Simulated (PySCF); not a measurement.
**Sulfur: highly charged ions in a basis for the neutral atom**

S¹³⁺ [He] 2s1, S¹⁴⁺ 1s2. Computed with PySCF 2.14 in cc-pV(D+d)Z, with the non-relativistic Hamiltonian (point nucleus). No spin-orbit coupling, so a gap to NIST mixes the basis error with missing relativistic terms.

Changed run: basis of the neutral atom used for a highly charged ion. This setting is unsound on purpose.

```
species  method  sound run (hartree)  changed run (hartree)  converged
   S¹³⁺     UHF              not run             -271.58424        yes
   S¹³⁺     LDA              not run             -270.39655        yes
   S¹³⁺   B3LYP              not run             -271.56343        yes
   S¹⁴⁺     UHF              not run             -246.09925        yes
   S¹⁴⁺     LDA              not run             -244.95073        yes
   S¹⁴⁺   B3LYP              not run             -246.02720        yes
```

Ionisation energy of S¹³⁺:

```csv
method,changed run (eV),NIST (eV)
UHF,693.48,706.99
LDA,692.42,706.99
B3LYP,694.88,706.99
```

The contracted functions were made for the neutral atom and can be too rigid for a highly charged ion.
